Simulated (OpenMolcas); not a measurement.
Ni3+ among 6 point charges of -2.2 e arranged as an octahedron (Oh), 1.81 Å from the ion.

```
Program             : OpenMolcas
Method              : CASSCF
Basis               : ANO-RCC-VTZP [6s5p3d2f1g]
Scalar Hamiltonian  : DKH2, point nucleus
Active space        : 7 electrons in 5 orbitals (3d)
State averaging     : 2S+1 = 4 even, 10 roots; 2S+1 = 2 even, 40 roots
Spin-orbit coupling : RASSI with atomic mean-field integrals over the reference wave functions
```

Q: What is the spin-free ground state (labels of O, the rotations of Oh)?

A: 4T1, 3-fold in its orbital part, 99 % from free-ion F terms; it has the highest spin that d7 allows.

Q: Where is the first state of the same spin?

A: 4T2 at 3530 cm-1 above the ground state.

Q: What are the lowest two levels with spin-orbit coupling?

A: A 2-fold level Γ6 with g = 4.70, 4.70, 4.70, then a 4-fold level Γ8 442.9 cm-1 above it. Their leading multiplicities are 4 (100 %) and 4 (100 %).

Q: What is χT at 300 K, and how does it compare with the textbook value?

A: The lowest level has 2S+1 = 4, for which the spin-only value is χT = S(S+1) / 2 = 1.875 cm3 K/mol (g = 2). The computed 3.954 at 300 K differs by +2.079, through orbital momentum, spin-orbit coupling and any other state in reach. With a threefold ground state the orbital momentum is unquenched, so the spin-only value is not expected to hold.

Q: Which ligand-field parameters describe the states?

A: A least-squares ligand-field fit to the states below 45000 cm-1, each weighted by its degeneracy and with a free common offset, gives 10Dq = 3936 cm-1, B = 1432 cm-1 and C = 5323 cm-1 (C/B = 3.72), with an rms deviation of 148 cm-1. 

An orbital triplet at a regular site is open to Jahn-Teller coupling, which can distort the site and quench the lowest spin-orbit gaps and is left out. Without dynamic correlation the repulsion within the d shell is too large (B by tens of per cent), so at a given field states of lower spin stand too high. Point charges give a weaker field than real ligands, and real ions of this kind are often low spin; the high spin found here belongs to the model. This field is weak: 10Dq is about 3936 cm-1, while octahedral complexes of 3d ions of charge 3 and more, computed by the same method with explicit ligands, had a median near 15000 cm-1. Ground spin and moment need not be those of a real site. This is an electrostatic model: the charges have no orbitals. No measured value stands beside these numbers.
